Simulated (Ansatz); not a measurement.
Reaction (formal exchange of groups at the Si–N bond): `CN([SiH2]O)[SiH2]Cl` + `[OH][GeH2][F]` → `[OH][GeH]([F])[SiH2]Cl` + `CN[SiH2]O`

Program: Ansatz. Geometries: PBE0-D4/def2-TZVP. ΔE: electronic, gas phase. CBS: MP2 limit from def2 TZ/QZ plus the TZ coupled-cluster correction, frozen cores. Functionals use def2-TZVPP. For Ge outer-core shells are correlated without core-valence functions, which leaves a few kJ/mol of doubt a bond. Scalar relativity is left out up to krypton. One conformer a species, not always the lowest.

```json
{"level": "r2SCAN-D4", "ΔE (kJ/mol)": "54.9"}
{"level": "ωB97X-V", "ΔE (kJ/mol)": "58.3"}
{"level": "SCS-MP2/def2-TZVPP", "ΔE (kJ/mol)": "69.6"}
{"level": "SCS-MP2/def2-QZVPP", "ΔE (kJ/mol)": "68.8"}
```

**Question.** What does CCSD(T)/CBS give? (Best estimate.)

**Answer.** Computed: +60.7 kJ/mol. The listed levels differ from it by -5.8, -2.4, 8.9, 8.1 kJ/mol.

Largest T1 diagnostic among the species: 0.012.

From PBE to PBE0 (25 % exact exchange), in def2-TZVPP and without D4, ΔE moves by +8.8 kJ/mol. The D4 term adds +9.8 kJ/mol with B3LYP and +5.4 kJ/mol with PBE0; it sums over pairs of atoms, weighted by their polarisabilities, and B3LYP, whose exchange is more repulsive, gets the larger term.

B3LYP here is the variant with VWN-RPA as its local correlation; programs differ in this.
